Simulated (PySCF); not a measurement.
In(Me)3(NH3) (C₃H₁₂InN), SMILES [CH3][In]([CH3])([CH3])<-[NH3] (connectivity only; charge and spin as stated), neutral, multiplicity 1.

The structure is a stationary point at B3LYP-D3(BJ)/def2-SVP. The isomer is the one that the SMILES or the coordinates give; other isomers of the formula were not compared. The def2 effective core potentials stand for the cores of In; spin–orbit coupling is left out. One conformer was computed; it need not be the lowest.

All values below come from PySCF with C-PCM-M06-2X/def2-SVP.

The values are the electrostatic part of the solvation free energy, E(continuum) − E(gas) at the gas-phase geometry, in a cavity of scaled van der Waals radii (PySCF's table); cavitation and dispersion terms are not included. A continuum can't describe solvent molecules that bind to the metal. In vacuum the orbital gap is 8.46 eV. The dipole moment in vacuum is 4.44 D.

```
solvent              ε  ΔG(elec) (kcal/mol)  dipole (D)  gap (eV)
---------------  -----  -------------------  ----------  --------
water            78.36                 -7.9        5.36      8.99
acetone          20.49                 -7.6        5.32      8.98
dichloromethane   8.93                 -7.0        5.24      8.98
```
